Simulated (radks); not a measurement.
The numbers below are computed, except where a source is named.
The oxygen anion O-, [He] 2s2 2p5, held by a Watson sphere: a shell of charge +1 at radius R that stands for the Madelung well of a crystal (potential energy -1/R inside, -1/r outside, in hartree with lengths in bohr). Level of theory: non-relativistic Kohn-Sham, LB94 model potential, spin-polarised, spherical densities, point nucleus; open shells are filled with parallel spins first (a radial shooting solver on a logarithmic mesh with Libxc functionals). Response by self-consistent Sternheimer equations with the Hartree and adiabatic LDA kernel. The sphere does not respond.

| R (bohr) | e(2s down) (eV) | e(2p up) (eV) | e(2p down) (eV) | <r> 2p (bohr) | sum of <r^2> (bohr^2) | X-ray form factor at sin(theta)/lambda = 0.2 1/angstrom | alpha (bohr^3) |
|---|---|---|---|---|---|---|---|
| 1.92 | -27.371 | -14.375 | -13.355 | 1.357 | 15.54 | 5.944 | 8.143 |
| 2.16 | -26.551 | -13.634 | -12.625 | 1.380 | 16.04 | 5.902 | 9.097 |
| 2.2 | -26.422 | -13.516 | -12.508 | 1.384 | 16.12 | 5.896 | 9.258 |
| 2.34 | -25.991 | -13.116 | -12.112 | 1.395 | 16.37 | 5.878 | 9.820 |
| 2.55 | -25.393 | -12.552 | -11.553 | 1.410 | 16.71 | 5.858 | 10.66 |
| 2.59 | -25.286 | -12.450 | -11.451 | 1.413 | 16.76 | 5.854 | 10.81 |
| 2.78 | -24.801 | -11.984 | -10.988 | 1.424 | 17.02 | 5.841 | 11.55 |
| 2.96 | -24.378 | -11.574 | -10.579 | 1.433 | 17.23 | 5.832 | 12.23 |
| 3.57 | -23.168 | -10.384 | -9.390 | 1.456 | 17.78 | 5.814 | 14.29 |
